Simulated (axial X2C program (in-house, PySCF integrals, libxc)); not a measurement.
Worked dissociation energy of MoGe: CCSD(T), without spin–orbit coupling

Computed with an in-house relativistic program for diatomic molecules. Spin-free means the one-electron spin-free X2C Hamiltonian. Basis: Mo dyall-cv3z [11s12p9d5f3g], Ge dyall-cv3z [9s9p7d4f1g] (cores contracted in-house); Gaussian nuclei, density fitting, unrestricted open shells. Masses: Mo 97.905 u, Ge 73.921 u.

Molecular state: M_S = 2, Λ = 1 (beyond evenly filled blocks: σα, π+α, π+β, π-α, δ+α, δ-α).

Correlated methods: 10 electrons correlated (number of frozen shells: Mo 4 s, 3 p, 1 d; Ge 3 s, 2 p, 1 d), 330 virtual spin orbitals or spinors in MP2, 90 natural virtuals in coupled cluster.

* E(Mo) (2M_S = 6, M_L = 0): -4046.333373 hartree
* E(Ge) (2M_S = 2, M_L = 0): -2097.184785 hartree
* E(MoGe) at Re: -6143.573303 hartree
* ωe: 210.7 cm⁻¹
* ωexe: 0.789 cm⁻¹

Problem. Work out De and D0.

Solution. De = -4046.333373 + (-2097.184785) − (-6143.573303) = 0.05515 hartree = 1.501 eV. The zero-point energy is ωe/2 − ωexe/4 = 105 cm⁻¹ = 0.013 eV, so D0 = 1.488 eV.

Occupations by symmetry block were frozen at the best pattern of an incomplete PBE0 search. De is counted from the lowest determinant-based energies of the atoms at the same level, without counterpoise correction. Coupled cluster ran in a truncated set of natural virtual spinors; the MP2 energy of the rest was added. (T) has no such correction and the atoms are truncated less, which lowers De at CCSD(T) by a hundredth of an eV or more. PBE0 can misorder states that lie within some tenths of an eV, so this need not be the ground state of the molecule. The nearest other spin-free determinant of the search, M_S = 2, Λ = 0, lies 0.21 eV up at the distance of the search. The determinant is spin-polarised beyond a pure state at some levels (its spin-free form has ⟨S²⟩ too high), which makes Re and μ there less reliable. The T1 diagnostic is large, a sign of multireference character. With the outer-core shells frozen, correlated bond lengths of heavy atoms tend to come out a few hundredths of an ångström too long. Spin-free De lacks the spin–orbit lowering of the heavy p-block atom, a tenth of an eV or more for 4p and 5p, up to an eV for 6p and one to two eV for 7p atoms, less what an open-shell molecule gains itself.

Each atomic determinant is the lowest at this level and need not be a pure term. Totals compare only within one Hamiltonian and basis.
